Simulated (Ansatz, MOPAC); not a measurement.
Molecule: Si₂H₃F₂, net charge -1, singlet state. SMILES: F[SiH-][SiH2]F

Atoms: F1, Si2, Si3, F4, H5, H6, H7. Bonds: F1-Si2, Si2-Si3, Si2-H5, Si3-F4, Si3-H6, Si3-H7.

Bond lengths (Å) and angles (degrees) optimised at AM1 with MOPAC; PM7 with MOPAC; HF/STO-3G with Ansatz (a program for electronic structure); B3LYP/LANL2DZ with Ansatz; B3LYP/6-31G* with Ansatz; MP2/6-31G* with Ansatz, each started from the B3LYP-D3(BJ)/def2-TZVP structure (Ansatz) of the last column. A row stands for all coordinates that are equal there; 11 of 15 kinds are shown. 6-31G* holds six Cartesian d functions. No wavenumbers were computed at HF/STO-3G, B3LYP/LANL2DZ, MP2/6-31G*, so these may be saddle points.

| coordinate | AM1 | PM7 | HF/STO-3G | B3LYP/LANL2DZ | B3LYP/6-31G* | MP2/6-31G* | B3LYP-D3(BJ)/def2-TZVP |
|---|---|---|---|---|---|---|---|
| F1-Si2 | 1.643 | 1.591 | 1.686 | 1.803 | 1.701 | 1.710 | 1.704 |
| Si2-Si3 | 2.410 | 2.115 | 2.356 | 2.467 | 2.416 | 2.385 | 2.416 |
| Si2-H5 | 1.463 | 1.445 | 1.475 | 1.551 | 1.560 | 1.547 | 1.546 |
| Si3-F4 | 1.639 | 1.604 | 1.658 | 1.748 | 1.657 | 1.662 | 1.654 |
| Si3-H6 | 1.474 | 1.469 | 1.445 | 1.511 | 1.523 | 1.513 | 1.512 |
| Si3-H7 | 1.474 | 1.468 | 1.444 | 1.506 | 1.520 | 1.512 | 1.510 |
| F1-Si2-Si3 | 126.0 | 118.5 | 95.6 | 93.0 | 94.1 | 92.7 | 96.4 |
| Si2-Si3-F4 | 122.5 | 115.0 | 113.9 | 112.2 | 114.5 | 114.5 | 111.3 |
| F1-Si2-H5 | 120.4 | 116.7 | 94.5 | 96.7 | 100.3 | 100.1 | 98.4 |
| Si3-Si2-H5 | 113.6 | 124.9 | 91.0 | 93.1 | 91.1 | 92.0 | 90.4 |
| Si2-Si3-H6 | 106.8 | 111.3 | 121.5 | 124.0 | 120.7 | 119.3 | 122.9 |

Mean signed difference of all 6 bond lengths from B3LYP-D3(BJ)/def2-TZVP: AM1 -0.040 Å, PM7 -0.108 Å, HF/STO-3G -0.046 Å, B3LYP/LANL2DZ 0.041 Å, B3LYP/6-31G* 0.006 Å, MP2/6-31G* -0.002 Å.
